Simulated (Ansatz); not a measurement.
Basis sets compared for Ge6N (the lowest doublet isomer of a short search). The state is a doublet with charge 0. Geometry PBE-D4/def2-SVP. Ansatz on 6 threads of Intel Xeon on a shared host; times are rough, and most runs start from earlier orbitals.

```
atom    x (Å)    y (Å)    z (Å)
  N1  -0.6171   1.0257  -0.2657
 Ge2   2.2459  -0.2687  -0.3051
 Ge3  -1.2075  -0.7812  -1.0051
 Ge4  -2.2736   0.7408   0.7490
 Ge5   0.0662  -0.4086   1.3675
 Ge6   0.9896   1.9452   0.1800
 Ge7   0.7966  -2.2533  -0.7207
```

The structure comes from a short search, and lower isomers may exist.

Binding counts from free atoms (N quartet, Ge triplet) in the same basis, without a counterpoise term.

```
           level  functions  energy (Eh)  HOMO (eV)  LUMO (eV)  binding per atom (eV)  wall time
 PBE-D4/def2-SVP        206  -12513.3650      -4.50      -3.93                   3.31        5 s
PBE0-D4/def2-SVP        206  -12513.6413      -5.37      -3.30                   3.08       12 s
```

Estimate the rows for PBE-D4/def2-TZVP (with forces), PBE0-D4/def2-TZVP.


```tsv
level	functions	energy (Eh)	HOMO (eV)	LUMO (eV)	binding per atom (eV)	wall time
PBE-D4/def2-TZVP (with forces)	319	-12514.9981	-4.47	-3.90	3.32	12 s
PBE0-D4/def2-TZVP	319	-12515.2731	-5.32	-3.25	3.10	37 s
```
